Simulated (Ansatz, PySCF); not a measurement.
Gas-phase reaction in SMILES: [Br][Ga][Br] → [Br][Ga][Br] as singlet, charge +1 + e-
Structures are relaxed separately at B3LYP-D3(BJ)/def2-TZVP in Ansatz (an electronic-structure program). A spin state is the lowest found, not a proven ground state.
Geometry of the first species:
```xyz
3

Ga     0.6960     0.3351     0.2410
Br    -0.5928     1.3825    -1.4138
Br    -0.0237    -1.6794     1.2004
```
Charge 0, spin multiplicity 2.

Property: adiabatic ionisation energy (electronic energy difference), in eV. Cores are frozen in the correlated levels unless marked. Open shells are spin-unrestricted. Spin-orbit coupling is left out. The frozen core is the preceding noble-gas configuration, with the filled d and f shells of earlier blocks. No relativistic terms. Basis-set limits of correlation are two-point, X^-3; Hartree-Fock from the larger set. [CCSD(T)-MP2]/basis is that difference in the basis named.

```tsv
level	program	adiabatic ionisation energy (eV)
HF-D4/def2-TZVPD	PySCF + dftd4	[?]
B97M-V/def2-TZVPD	Ansatz	7.73
TPSSh-D4/def2-TZVPD	PySCF + dftd4	7.82
HSE06-D4/def2-TZVPD	Ansatz + dftd4	7.82
RPA@PBE/cc-pVQZ	Ansatz	[?]
RI-MP2/CBS(aug-cc-pVTZ,aug-cc-pVQZ)+[CCSD(T)-MP2]/aug-cc-pVTZ	Ansatz	[?]
```

Complete the blanks.


- HF-D4/def2-TZVPD, adiabatic ionisation energy (eV): 7.49
- RPA@PBE/cc-pVQZ, adiabatic ionisation energy (eV): 8.07
- RI-MP2/CBS(aug-cc-pVTZ,aug-cc-pVQZ)+[CCSD(T)-MP2]/aug-cc-pVTZ, adiabatic ionisation energy (eV): 7.76
